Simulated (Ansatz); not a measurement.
Be2O3. Charge 0, multiplicity 5. Geometry PBE-D4/def2-TZVP; atoms count from 1.

```tsv
atom	x (Å)	y (Å)	z (Å)
Be1	-0.7504	0.1702	-0.6882
Be2	0.7505	-0.1702	0.6881
O3	0.7126	-0.5070	-0.9025
O4	-0.7780	-0.7259	0.6686
O5	0.0653	1.2330	0.2339
```

The structure holds 1 bond(s) between oxygen atoms. At PBE0-D4/def2-TZVP a singlet of charge 0 lies 4.48 eV below the quintet, each at its own geometry. The structure comes from a short search, and lower isomers may exist.

(1) Estimate the Mulliken populations from the PBE0/def2-TZVP orbitals of Ansatz.

(2) Where does the spin sit?

(3) And the Mayer bond orders between bonded heavy atoms (over 0.3)?

Results:

(1) 
```json
{"atom": "Be1", "charge (e)": "0.08", "spin (α − β)": "0.39"}
{"atom": "Be2", "charge (e)": "0.08", "spin (α − β)": "0.39"}
{"atom": "O3", "charge (e)": "-0.06", "spin (α − β)": "1.07"}
{"atom": "O4", "charge (e)": "-0.06", "spin (α − β)": "1.08"}
{"atom": "O5", "charge (e)": "-0.06", "spin (α − β)": "1.08"}
```
Mulliken values and Mayer orders depend strongly on the basis.

(2) Summed by element: Be 0.77, O 3.23, of 4 unpaired in all. Largest on single atoms: O5 1.08, O4 1.08, O3 1.07.

(3) Be1–Be2 0.55 (2.06 Å); Be1–O3 0.72 (1.63 Å); Be1–O4 0.72 (1.63 Å); Be1–O5 0.72 (1.63 Å); Be2–O3 0.72 (1.63 Å); Be2–O4 0.72 (1.63 Å); Be2–O5 0.72 (1.63 Å).
